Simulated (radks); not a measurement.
The numbers below are computed, except where a source is named.
The rhodium ion Rh+ inside a hard spherical wall (all orbitals vanish at R), configuration held at [Kr] 4d8 and not refilled when levels cross. Code: a radial shooting solver on a logarithmic mesh with Libxc functionals. Model: scalar-relativistic Kohn-Sham, LDA (Slater exchange, VWN5 correlation), spin-polarised, spherical densities, finite nucleus; open shells are filled with parallel spins first (spin-orbit coupling, left out, can overturn this in heavy ions); Fermi nuclear charge, rms radius 4.4945 fm. Eigenvalues in eV for spin up, with the zero of energy where the potential of the charges vanishes at infinity; a dash marks a level that is unbound or too diffuse for the functional's potential to be trusted. A positive occupied level is held by the wall or, in an anion where self-interaction has pushed it up, behind a barrier. The pressure on the wall is -dE/dV.

R (bohr)  E (hartree)  kinetic (hartree)    e(3d)    e(4s)    e(4p)    e(4d)  e(5s, empty)  e(5p, empty)  pressure (GPa)
free      -4779.17121           4947.988  -308.72  -90.849  -58.884  -14.386       -11.358        -6.475               0
20        -4779.17121           4947.988  -308.72  -90.849  -58.884  -14.386       -11.358        -6.475        < 0.0001
12        -4779.17121           4947.988  -308.72  -90.849  -58.884  -14.386       -11.358        -6.474        < 0.0001
8         -4779.17113           4947.989  -308.71  -90.842  -58.877  -14.379       -11.340        -6.343         0.00544
5         -4779.15310           4948.127  -307.97  -90.166  -58.224  -13.778       -10.014        -3.568            3.02
4         -4779.06204           4948.660  -305.77  -88.257  -56.399  -12.004        -6.166         2.256            29.1
3.5       -4778.89561           4949.505  -302.96  -85.932  -54.189   -9.707        -0.965         9.340            99.5
